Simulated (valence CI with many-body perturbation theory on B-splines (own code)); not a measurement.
# I46+: electric-dipole lines

Method: valence CI with perturbative core correlation (CI+MBPT): five valence electrons over a frozen Dirac-Fock core [He], a basis of 11 s, 11 p, 10 d, 8 f, 5 g, 2 h functions for each j, with the one-electron correlation potential Σ1 (screened to all orders), the two-electron term Σ2, the three-electron term Σ3, Breit, model QED; selected single and double excitations, second order for the rest, scaled by the run's own slope (own B-spline code, finite nucleus).

The last digits are not significant, and no measured levels were compared; by estimate large intervals hold to a few tenths of a per cent, small ones and those within an open d or f shell to about a per cent. Among the levels kept, up to 7200 cm⁻¹ of a level comes from second order outside the variational space, and about a tenth of that is noise between levels of different J, which matters for small intervals.

Lines 1 to 50 of 600 in falling wavelength, among levels below 5653.6 eV, chosen from the strongest by gf and those to the six lowest levels. Wavelengths and rates use the calculated energies. Electric multipoles are in the length gauge, E1 and E2 with the static RPA response of the core. Weak lines are less certain than strong ones. Lines between different terms over intervals too small for the method are left out, as are lines whose strength nearly cancels. Where a level lies close to another of its J and parity, the split of strength between their lines is uncertain. The highest levels of a list are the least certain.

Levels are named by their leading jj configuration (3d3/2^4 stands for four electrons in 3d with j = 3/2), which in mixed levels can hold well under half, so a name can repeat and another be missing. Letters in brackets count levels of one name in rising energy.

| λ vac (nm) | Upper | Lower | A (s⁻¹) | log gf | Branch % |
| --- | --- | --- | --- | --- | --- |
| 20.84 | (2s 2p1/2 2p3/2^2 3p1/2) J=5/2 [c] | (2s 2p1/2 2p3/2^2 3s) J=5/2 [c] | 1.83e+09 | -1.15 | 0.0 |
| 20.65 | (2s^2 2p1/2 2p3/2 3p1/2) J=5/2 | (2s^2 2p1/2 2p3/2 3s) J=3/2 [b] | 2.11e+09 | -1.09 | 0.5 |
| 20.25 | (2s 2p1/2 2p3/2^2 3p1/2) J=5/2 [c] | (2s 2p1/2 2p3/2^2 3s) J=3/2 [c] | 2.07e+09 | -1.12 | 0.0 |
| 19.43 | (2p1/2^2 2p3/2^2 3p1/2) J=5/2 | (2p1/2^2 2p3/2^2 3s) J=5/2 | 2.64e+09 | -1.05 | 0.0 |
| 19.28 | (2s^2 2p1/2 2p3/2 3p1/2) J=5/2 | (2s^2 2p1/2 2p3/2 3s) J=5/2 | 2.68e+09 | -1.05 | 0.6 |
| 18.81 | (2s 2p3/2^3 3p1/2) J=5/2 | (2s 2p3/2^3 3s) J=3/2 [a] | 3.20e+09 | -0.99 | 0.0 |
| 18.45 | (2s 2p1/2 2p3/2^2 3p1/2) J=3/2 [a] | (2s 2p1/2 2p3/2^2 3s) J=5/2 [a] | 4.14e+09 | -1.07 | 0.0 |
| 16.57 | (2s^2 2p3/2^2 3p1/2) J=3/2 | (2s^2 2p3/2^2 3s) J=5/2 | 6.69e+09 | -0.96 | 0.2 |
| 16.24 | (2s 2p3/2^3 3p1/2) J=3/2 | (2s 2p3/2^3 3s) J=5/2 | 7.25e+09 | -0.94 | 0.0 |
| 16.18 | (2s 2p1/2 2p3/2^2 3p1/2) J=5/2 [a] | (2s 2p1/2 2p3/2^2 3s) J=5/2 [a] | 3.64e+09 | -1.07 | 0.0 |
| 15.58 | (2s 2p3/2^3 3p1/2) J=5/2 | (2s 2p3/2^3 3s) J=5/2 | 4.77e+09 | -0.98 | 0.0 |
| 14.80 | (2s 2p1/2 2p3/2^2 3p1/2) J=5/2 [b] | (2s 2p1/2 2p3/2^2 3s) J=7/2 | 7.67e+09 | -0.82 | 0.0 |
| 14.49 | (2s 2p1/2 2p3/2^2 3p1/2) J=3/2 [d] | (2s 2p1/2 2p3/2^2 3s) J=5/2 [c] | 7.96e+09 | -1.00 | 0.0 |
| 14.11 | (2s 2p1/2^2 2p3/2 3d5/2) J=5/2 [a] | (2s 2p1/2^2 2p3/2 3p3/2) J=5/2 [a] | 4.24e+09 | -1.12 | 0.0 |
| 14.07 | (2s^2 2p1/2 2p3/2 3p1/2) J=3/2 [b] | (2s^2 2p1/2 2p3/2 3s) J=5/2 | 9.42e+09 | -0.95 | 0.6 |
| 13.87 | (2s^2 2p3/2^2 3d5/2) J=5/2 [a] | (2s^2 2p3/2^2 3p3/2) J=3/2 [a] | 7.15e+09 | -0.91 | 0.0 |
| 13.85 | (2s 2p1/2^2 2p3/2 3d5/2) J=9/2 | (2s 2p1/2^2 2p3/2 3p3/2) J=7/2 | 1.39e+10 | -0.40 | 49.7 |
| 13.76 | (2s 2p1/2 2p3/2^2 3d5/2) J=9/2 [a] | (2s 2p1/2 2p3/2^2 3p3/2) J=7/2 [a] | 1.33e+10 | -0.42 | 8.2 |
| 13.74 | (2s 2p1/2 2p3/2^2 3d5/2) J=11/2 | (2s 2p1/2 2p3/2^2 3p3/2) J=9/2 | 1.40e+10 | -0.32 | 10.3 |
| 13.74 | (2s 2p1/2 2p3/2^2 3d5/2) J=7/2 [b] | (2s 2p1/2 2p3/2^2 3p3/2) J=5/2 [b] | 7.12e+09 | -0.79 | 0.0 |
| 13.70 | (2s^2 2p1/2 2p3/2 3d5/2) J=7/2 [b] | (2s^2 2p1/2 2p3/2 3p3/2) J=5/2 [b] | 5.98e+09 | -0.87 | 0.0 |
| 13.64 | (2s 2p1/2 2p3/2^2 3d5/2) J=7/2 [e] | (2s 2p1/2 2p3/2^2 3p3/2) J=5/2 [e] | 1.14e+10 | -0.59 | 0.0 |
| 13.58 | (2s 2p1/2 2p3/2^2 3d5/2) J=5/2 [c] | (2s 2p1/2 2p3/2^2 3p3/2) J=3/2 [c] | 8.69e+09 | -0.84 | 0.0 |
| 13.53 | (2s 2p1/2^2 2p3/2 3d5/2) J=3/2 [b] | (2s 2p1/2^2 2p3/2 3p3/2) J=1/2 [b] | 9.58e+09 | -0.98 | 0.0 |
| 13.45 | (2s 2p1/2 2p3/2^2 3d5/2) J=9/2 [b] | (2s 2p1/2 2p3/2^2 3p3/2) J=7/2 [b] | 1.18e+10 | -0.49 | 1.7 |
| 13.34 | (2s 2p1/2 2p3/2^2 3d5/2) J=5/2 [b] | (2s 2p1/2 2p3/2^2 3p3/2) J=5/2 [b] | 5.62e+09 | -1.05 | 0.0 |
| 13.32 | (2s 2p1/2 2p3/2^2 3d5/2) J=7/2 [d] | (2s 2p1/2 2p3/2^2 3p3/2) J=5/2 [d] | 1.16e+10 | -0.61 | 0.0 |
| 13.31 | (2s^2 2p3/2^2 3d5/2) J=7/2 | (2s^2 2p3/2^2 3p3/2) J=5/2 | 8.81e+09 | -0.73 | 10.4 |
| 13.26 | (2s 2p1/2 2p3/2^2 3d5/2) J=5/2 [f] | (2s 2p1/2 2p3/2^2 3p3/2) J=3/2 [f] | 8.77e+09 | -0.86 | 0.0 |
| 13.23 | (2s 2p1/2^2 2p3/2 3d5/2) J=5/2 [b] | (2s 2p1/2^2 2p3/2 3p3/2) J=3/2 [b] | 1.27e+10 | -0.70 | 0.0 |
| 13.23 | (2s 2p1/2 2p3/2^2 3d5/2) J=5/2 [a] | (2s 2p1/2 2p3/2^2 3p3/2) J=3/2 [a] | 5.95e+09 | -1.03 | 0.0 |
| 13.22 | (2s 2p1/2 2p3/2^2 3d5/2) J=7/2 [a] | (2s 2p1/2 2p3/2^2 3p3/2) J=5/2 [a] | 7.75e+09 | -0.79 | 0.0 |
| 13.22 | (2s 2p1/2 2p3/2^2 3d5/2) J=5/2 [d] | (2s 2p1/2 2p3/2^2 3p3/2) J=3/2 [d] | 1.13e+10 | -0.75 | 0.0 |
| 13.22 | (2s 2p1/2^2 2p3/2 3d5/2) J=7/2 [b] | (2s 2p1/2^2 2p3/2 3p3/2) J=5/2 [b] | 1.42e+10 | -0.52 | 0.0 |
| 13.15 | (2s 2p1/2 2p3/2^2 3d5/2) J=7/2 [a] | (2s^2 2p3/2^2 3d5/2) J=5/2 [b] | 3.66e+09 | -1.12 | 0.0 |
| 13.13 | (2s^2 2p1/2 2p3/2 3d5/2) J=9/2 | (2s^2 2p1/2 2p3/2 3p3/2) J=7/2 | 1.50e+10 | -0.41 | 72.2 |
| 13.05 | (2s 2p1/2 2p3/2^2 3d5/2) J=9/2 [c] | (2s 2p1/2 2p3/2^2 3p3/2) J=7/2 [c] | 1.59e+10 | -0.39 | 0.8 |
| 13.02 | (2s 2p1/2 2p3/2^2 3d5/2) J=5/2 [e] | (2s 2p1/2 2p3/2^2 3p3/2) J=3/2 [e] | 1.01e+10 | -0.81 | 0.0 |
| 12.92 | (2s^2 2p1/2^2 3d5/2) J=5/2 | (2s^2 2p1/2^2 3p3/2) J=3/2 | 1.57e+10 | -0.63 | 0.0 |
| 12.89 | (2s 2p1/2^2 2p3/2 3d5/2) J=7/2 [a] | (2s 2p1/2^2 2p3/2 3p3/2) J=5/2 [a] | 1.39e+10 | -0.56 | 0.0 |
| 12.85 | (2s 2p1/2 2p3/2^2 3d5/2) J=7/2 [c] | (2s 2p1/2 2p3/2^2 3p3/2) J=5/2 [c] | 1.52e+10 | -0.52 | 0.0 |
| 12.70 | (2s^2 2p3/2^2 3d5/2) J=5/2 [b] | (2s^2 2p3/2^2 3p3/2) J=3/2 [b] | 8.77e+09 | -0.90 | 0.0 |
| 12.63 | (2s^2 2p1/2 2p3/2 3d5/2) J=7/2 [a] | (2s^2 2p1/2 2p3/2 3p3/2) J=5/2 [a] | 1.40e+10 | -0.57 | 0.1 |
| 12.63 | (2s 2p1/2 2p3/2^2 3p3/2) J=5/2 [a] | (2s^2 2p3/2^2 3p3/2) J=3/2 [b] | 5.58e+09 | -1.10 | 0.0 |
| 12.59 | (2s^2 2p3/2^2 3d5/2) J=9/2 | (2s^2 2p3/2^2 3p3/2) J=7/2 | 1.46e+10 | -0.46 | 67.0 |
| 12.49 | (2s 2p1/2^2 2p3/2 3d5/2) J=5/2 [a] | (2s 2p1/2^2 2p3/2 3p3/2) J=3/2 [a] | 1.08e+10 | -0.82 | 0.0 |
| 12.23 | (2s 2p1/2^2 2p3/2 3d5/2) J=3/2 [a] | (2s 2p1/2^2 2p3/2 3p3/2) J=3/2 [a] | 8.00e+09 | -1.14 | 0.0 |
| 12.12 | (2s^2 2p1/2 2p3/2 3d5/2) J=7/2 [b] | (2s 2p1/2^2 2p3/2 3s) J=5/2 | 7.38e+09 | -0.89 | 0.0 |
| 12.10 | (2s^2 2p1/2 2p3/2 3d5/2) J=5/2 [a] | (2s^2 2p1/2 2p3/2 3p3/2) J=3/2 [a] | 9.24e+09 | -0.91 | 0.0 |
| 12.04 | (2s^2 2p1/2 2p3/2 3d5/2) J=5/2 [b] | (2s^2 2p1/2 2p3/2 3p3/2) J=3/2 [b] | 9.89e+09 | -0.89 | 0.0 |

Question: How does gf follow from A for the line at 18.81 nm?

Answer: gf = 1.4992 × (2J+1)_upper × A / σ², with σ = 531707 cm⁻¹ and 2J+1 = 6: gf = 0.102.
